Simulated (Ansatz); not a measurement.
`[CH2]1[O][SbH]1` + `O[Si@H]1B[Si@@H]1[SiH3]` → `[OH][Sb]1[CH2][O]1` + `[SiH3][SiH]1B[SiH2]1` at 600 K and 1 bar (redistribution).

Computed with Ansatz on PBE0-D4/def2-TZVP structures; ΔE is electronic, products minus reactants. CBS: MP2 limit from def2 TZ/QZ plus the TZ coupled-cluster correction, frozen cores. def2 core potentials past Kr. For Sb outer-core shells are correlated without core-valence functions, which leaves a few kJ/mol of doubt a bond. One conformer a species, not always the lowest.

```
                  species  CCSD(T)/CBS energy (Eh)  H − E (kJ/mol)  S (J/(mol·K))
        `[CH2]1[O][SbH]1`               -354.99683           130.4          334.4
`O[Si@H]1B[Si@@H]1[SiH3]`               -971.38858           261.6          520.7
     `[OH][Sb]1[CH2][O]1`               -430.20459           157.6          383.2
   `[SiH3][SiH]1B[SiH2]1`               -896.15716           234.3          464.5
```

H − E and S are ideal-gas, rigid-rotor, harmonic terms from PBE0-D4/def2-TZVP, for one conformer and one mirror image of each species. 1 Eh = 2625.50 kJ/mol, R = 8.31446 J/(mol·K).

Question: By hand: ΔE, ΔH, ΔS and ΔG.

Answer: ΔE = (-430.20459) + (-896.15716) − (-354.99683) − (-971.38858) = 0.02366 Eh = 62.1 kJ/mol. Δ(H − E) = 157.6 + 234.3 − 130.4 − 261.6 = -0.1, so ΔH = 62.0 kJ/mol. ΔS = 383.2 + 464.5 − 334.4 − 520.7 = -7.4 J/(mol·K). ΔG = 62.0 − 600 × (-7.4)/1000 = 66.4 kJ/mol.

Question: By hand: the equilibrium constant, and the temperature at which ΔG would vanish if ΔH and ΔS stayed fixed.

Answer: log₁₀ K = −ΔG/(RT ln 10) = -5.8. ΔH and −TΔS have one sign here, so there is no such temperature.

The number of gas molecules stays the same, so ΔS is small and ΔH decides. A doubt of 5 kJ/mol in ΔE shifts log₁₀ K by 0.4 here. Other conformers and mirror images would add mixing entropy, several J/(mol·K) or more a flexible species. Modes under 60 cm⁻¹, often nearly free rotors, make the harmonic entropy too high. These are equilibria of isolated gas molecules and say nothing of rates. Largest T1 diagnostic: 0.017 (customary marks: 0.02 for closed shells, 0.045 for open ones).

ΔS is within the doubt of such terms, so its sign, and with it that verdict, could turn.
